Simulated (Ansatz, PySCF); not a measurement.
Breaking a bond: SMILES ClB1NB(Cl)NB(Cl)N1, singlet. The N3–H12 bond (N3 also carries B, B; H12 carries nothing else) is stretched with both fragments frozen at the PBE0/def2-SVP optimised geometry. Each curve is given relative to its own lowest point near equilibrium.

```json
[
 {"R / Å": "0.83", "A": "147.8", "B": "118.4", "C": "117.6"},
 {"R / Å": "0.89", "A": "60.8", "B": "47.9", "C": "46.8"},
 {"R / Å": "0.95", "A": "15.4", "B": "12.0", "C": "11.2"},
 {"R / Å": "0.97", "A": "7.4", "B": "5.8", "C": "5.2"},
 {"R / Å": "1.01", "A": "0.0", "B": "0.0", "C": "0.0"},
 {"R / Å": "1.04", "A": "0.8", "B": "0.5", "C": "1.1"},
 {"R / Å": "1.07", "A": "6.2", "B": "4.4", "C": "5.6"},
 {"R / Å": "1.14", "A": "32.8", "B": "23.3", "C": "26.2"},
 {"R / Å": "1.23", "A": "87.4", "B": "60.7", "C": "66.2"},
 {"R / Å": "1.34", "A": "172.3", "B": "116.4", "C": "124.9"},
 {"R / Å": "1.48", "A": "293.0", "B": "191.3", "C": "202.8"},
 {"R / Å": "1.66", "A": "450.5", "B": "282.8", "C": "298.2"},
 {"R / Å": "1.89", "A": "636.3", "B": "382.8", "C": "398.4"},
 {"R / Å": "2.15", "A": "811.3", "B": "471.2", "C": "479.3"},
 {"R / Å": "2.45", "A": "963.0", "B": "545.5", "C": "523.4"},
 {"R / Å": "2.96", "A": "1122.3", "B": "622.9", "C": "538.8"}
]
```

Energies in kJ/mol.

Question: Match the curves with the methods restricted Hartree-Fock/STO-3G (PySCF); restricted PBE/cc-pVDZ run with Ansatz (an electronic-structure program); CCSD(T) on UHF/cc-pVDZ, frozen core (Ansatz).

Answer: A is RHF/STO-3G; B is RKS-PBE; C is UCCSD(T).

The restricted form behind RHF/STO-3G, RKS-PBE keeps the bonding electrons paired and can't separate into open-shell fragments. The unrestricted determinant behind UCCSD(T) is spin-contaminated at 1.66 to 2.96 Å (<S²> up to 1.0, against 0.00 for a pure singlet).
